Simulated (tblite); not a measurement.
Run record: tight-binding relaxation, `[c]1([GeH2][NH][SiH3])ccncc1`.

Computed with GFN2-xTB geometry optimisation, gas phase (tblite 0.8.0). Start geometry: from a force field or distance geometry. A driver script takes a list of jobs; this job's settings line and coordinates (Å) are shown.

Command:
```bash
OMP_NUM_THREADS=1 python probes_run.py task.json out
```

Input:
```
{"job": {"kind": "relax", "xc": "GFN2-xTB", "basis": "xTB"}, "charge": 0, "multiplicity": 1}
Si     2.603700    -0.171400     1.059800
N      2.107900    -1.373800    -0.178100
Ge     1.042000    -0.512600    -1.414500
C     -0.612200     0.052000    -0.597400
C     -0.811600     1.384500    -0.242400
C     -2.004000     1.761600     0.378400
N     -2.944300     0.830400     0.662100
C     -2.761800    -0.479600     0.356600
C     -1.588100    -0.904400    -0.277500
H      1.396500     0.354900     1.744800
H      3.317700     0.933200     0.411700
H      3.466800    -0.810600     2.055800
H      1.505400    -2.079000     0.326500
H      1.781200     0.723800    -1.993800
H      0.704400    -1.477700    -2.573500
H     -0.057100     2.130600    -0.456400
H     -2.167100     2.800400     0.650200
H     -3.539300    -1.209700     0.595500
H     -1.450000    -1.943300    -0.515300
```

**Question.** Give the output.

**Answer.** 
```
step      E/eV     max force
  0    -688.11753    1.959
  1    -688.26858    0.966
  2    -688.33611    0.812
  3    -688.39173    0.626
  4    -688.41731    0.384
  5    -688.43818    0.318
  6    -688.45055    0.295
  7    -688.47092    0.385
  8    -688.49119    0.365
  9    -688.50897    0.256
... (80 lines left out)
 90    -688.60278    0.027
 91    -688.60286    0.030
 92    -688.60299    0.034
 93    -688.60316    0.032
 94    -688.60328    0.025
 95    -688.60337    0.023
 96    -688.60343    0.022
 97    -688.60353    0.027
 98    -688.60358    0.020
 99    -688.60361    0.009
```

«max force» is the largest atomic force in eV/Å.

**Question.** From which step on does the largest force stay under 0.1 eV/Å, and how much energy is left to gain from there?

**Answer.** From step 30 (0.078 eV/Å), 12.4 meV above the end.

Summary of the converged run: energy lowered by 11.2 kcal/mol over 99 steps; largest atomic force 0.009 eV/Å at the end.

Hardware: one thread of an Arm Neoverse V1 (shared host). Cost: 0.96 s.
Labels such as C1 count atoms from 1, the log's own numbers from 0.
